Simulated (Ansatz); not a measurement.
Input file for Ansatz (an electronic-structure program): R-PBE/def2-TZVPP on C8H8 (SMILES C=Cc1ccccc1), a point of a torsion scan.

Ansatz 0.2 input:
```yaml
crystal:
  periodic: [false, false, false]
  atoms:
    - {symbol: C, position_ang: [-2.71079041, -0.75947296, -0.44024615]}
    - {symbol: C, position_ang: [-1.87578875, 0.25385235, -0.24440369]}
    - {symbol: C, position_ang: [-0.43304749, 0.17405608, -0.04750072]}
    - {symbol: C, position_ang: [0.26968280, -1.03166920, -0.04177448]}
    - {symbol: C, position_ang: [1.63751297, -1.05143903, 0.14921204]}
    - {symbol: C, position_ang: [2.33617620, 0.12991133, 0.33884076]}
    - {symbol: C, position_ang: [1.65389032, 1.33492112, 0.33593935]}
    - {symbol: C, position_ang: [0.28576911, 1.35540396, 0.14496869]}
    - {symbol: H, position_ang: [-3.76624959, -0.59605342, -0.57611869]}
    - {symbol: H, position_ang: [-2.38721964, -1.78561483, -0.47396081]}
    - {symbol: H, position_ang: [-2.27442792, 1.26140961, -0.22262221]}
    - {symbol: H, position_ang: [-0.25650524, -1.96237388, -0.18775906]}
    - {symbol: H, position_ang: [2.16472971, -1.99470642, 0.15051651]}
    - {symbol: H, position_ang: [3.40572878, 0.11071386, 0.48788944]}
    - {symbol: H, position_ang: [2.19086001, 2.26094168, 0.48307762]}
    - {symbol: H, position_ang: [-0.24031965, 2.30012044, 0.14393268]}
basis:
  gaussian:
    orbitals: def2-TZVPP
hamiltonian:
  xc: {name: PBE}
scf: {lower_state_search: off}
```

The log:

```
WARN ansatz: RAYON_NUM_THREADS=4 ignored (pool sized by the plan → 4); use --threads N
Functional definition: PBE
these checks for a lower state are left out or cut short: stability, starts, cluster_reference, orbital_swaps, neighbouring_geometries, increment
integrals: 0.41 GiB planned
1912 factors; their error is unknown
mean field: 2.88 GiB planned
mean field evaluation 1: about -8398.4458 eV, gradient 8.7e1 eV
mean field evaluation 2: about -8372.3912 eV, gradient 1.3e2 eV
mean field evaluation 4: about -8416.7789 eV, gradient 1.9e1 eV
mean field evaluation 8: about -8417.7253 eV, gradient 2.3e-1 eV
mean field evaluation 16: about -8417.6748 eV, gradient 2.9e-3 eV
mean field -8417.67480429 eV, -309.3438433526 hartree, gradient 1.8e-6 eV, S^2 0.000000; 0 other end points of the search recorded, 0 dependent functions left out
reference -8417.67485342 eV, -309.3438451581 hartree; 28, 28 occupied and 332, 332 virtual orbitals, 1912 factors
Total energy: -8417.67485342 eV, -309.3438451581 hartree
Checks for a lower state left out: stability, starts, cluster_reference, orbital_swaps, neighbouring_geometries, increment
```

Self-consistency was reached.

Cost: very roughly 13 core-seconds.
